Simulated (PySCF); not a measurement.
## Which method gave which barrier?

Saddle point of SiH6Se, singlet (H₂Se + SiH₄ → SiH₄Se ([SiH3][SeH]) + H₂; bonds formed: Si1–Se7, H2–H6; bonds broken: Si1–H2, H6–Se7), PBE0-D4/def2-TZVP structure:

Si1  (-0.148, -0.305, -0.739)
H2  (-0.310, -1.158, 0.727)
H3  (1.142, -0.857, -1.196)
H4  (-1.256, -1.230, -1.146)
H5  (-0.572, 0.980, -1.355)
H6  (0.207, -0.425, 1.074)
Se7  (1.103, 1.190, 1.110)
H8  (-0.166, 1.804, 1.525)
(Å)

PySCF 2.14 with density fitting (its default auxiliary sets; JK sets also for MP2 and CCSD(T)); basis: def2-TZVPP, with def2-QZVPP for the basis limit; cores frozen in the correlated methods. Filled d shells of the heavier atoms are correlated. The def2 sets are not built for correlating such inner shells, so the correlated values are less sure here. Extrapolation: Hartree–Fock as exp(−7.88 √X), correlation as X^−2.97. Four methods, as single points on the PBE0-D4 structures, gave these electronic barriers from the start structure: 139.1, 183.0, 223.8, 282.5 kJ/mol.

(1) The methods were, in alphabetical order, BHLYP-D4, HF, PBE0-D4, SPW92. Which gave which? (Judge from chemistry; the calculation decides.)

The T1 diagnostic stays at or below 0.013.

## Answers

(1) By the calculation: SPW92 139.1; PBE0-D4 183.0; BHLYP-D4 223.8; HF 282.5 kJ/mol. For comparison, CCSD(T) at an estimated basis limit (MP2 extrapolated from triple and quadruple zeta, plus CCSD(T) − MP2 in triple zeta) gives 205.8 kJ/mol.

Labels in which every atom is bracketed show which atoms are joined, not bond orders.

For scale, one of the runs: CCSD(T)/def2-TZVPP, 174 basis functions, launched by `OMP_NUM_THREADS=4 python run.py`. Hardware: 4 CPU threads of an Arm Neoverse V2, shared host. Wall time 3.7 min; peak host memory 1.7 GiB.
